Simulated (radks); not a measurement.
The numbers below are computed, except where a source is named.
All-electron atom: Mn3+ in [Ar] 3d3 4p1 (not the ground configuration).

Level of theory: scalar-relativistic Kohn-Sham, PBE, spin-polarised, spherical densities, finite nucleus; open shells are filled with parallel spins first; Fermi nuclear charge, rms radius 3.7057 fm (a radial shooting solver on a logarithmic mesh with Libxc functionals).

Energy parts (hartree):
part                       energy
total                 -1155.59165
kinetic                1168.47968
electron-nucleus      -2722.38212
Hartree                 448.97853
exchange-correlation    -50.66775

Orbitals (lengths in bohr, moments of r in powers of bohr; <r^-3> diverges for s and p1/2):
| orbital | occ. | eigenvalue (hartree) | <r^-3> | <1/r> |
|---|---|---|---|---|
| 1s up | 1 | -237.9895 | - | 24.93 |
| 1s down | 1 | -237.9878 | - | 24.93 |
| 2s up | 1 | -29.13014 | - | 5.300 |
| 2s down | 1 | -29.06789 | - | 5.309 |
| 2p up | 3 | -24.93848 | 417.5 | 5.198 |
| 2p down | 3 | -24.88991 | 418.7 | 5.205 |
| 3s up | 1 | -4.87206 | - | 1.697 |
| 3s down | 1 | -4.72424 | - | 1.690 |
| 3p up | 3 | -3.70197 | 54.99 | 1.573 |
| 3p down | 3 | -3.55624 | 54.28 | 1.565 |
| 3d up | 3 | -1.87312 | 5.291 | 1.301 |
| 3d down | 0 | -1.72979 | 5.198 | 1.289 |
| 4p up | 1 | -0.99365 | 7.386 | 0.5241 |

The highest occupied level is 4p up at -27.039 eV. The configuration is held as typed, so some empty levels lie below it. The spin density at the nucleus is -0.960 e/bohr^3 (1s -0.087, 2s -1.717, 3s 0.844). Spin moment in Bohr magnetons: 4. The electron density at the nucleus is 1.326e+04 e/bohr^3 (large components only).
